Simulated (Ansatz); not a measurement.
Program: Ansatz. Geometries: PBE0-D4/def2-TZVP. ΔE: electronic, gas phase. CBS: MP2 limit from def2 TZ/QZ plus the TZ coupled-cluster correction, frozen cores. This one scheme is used for every species. Functionals use def2-TZVPP. One conformer a species, not always the lowest.

Reaction (ligand exchange at the Si–S bond): `[CH3][AlH][S][SiH3]` + `CB(C)N` → `CB(C)N[SiH3]` + `[CH3][AlH][SH]`

Task: Is it downhill or uphill in electronic energy at CCSD(T)/CBS, and by how much? (Best estimate.)

Result: Computed: Uphill: ΔE = +22.2 kJ/mol.

Task: What do these levels give: B2PLYP, HF/def2-TZVPP, CCSD(T)/def2-TZVPP, HF/def2-QZVPP, MP2/def2-QZVPP, HF/CBS(def2)? (An estimate is asked.)

Result: The calculation gave: B2PLYP 20.1, HF/def2-TZVPP 13.6, CCSD(T)/def2-TZVPP 19.2, HF/def2-QZVPP 12.8, MP2/def2-QZVPP 24.0, HF/CBS(def2) 12.7 kJ/mol.

Largest T1 diagnostic among the species: 0.011.

In def2-TZVPP, CCSD(T) changes the Hartree–Fock value by +5.6 kJ/mol (the triples alone add +1.7 kJ/mol) and MP2 by +8.9 kJ/mol.
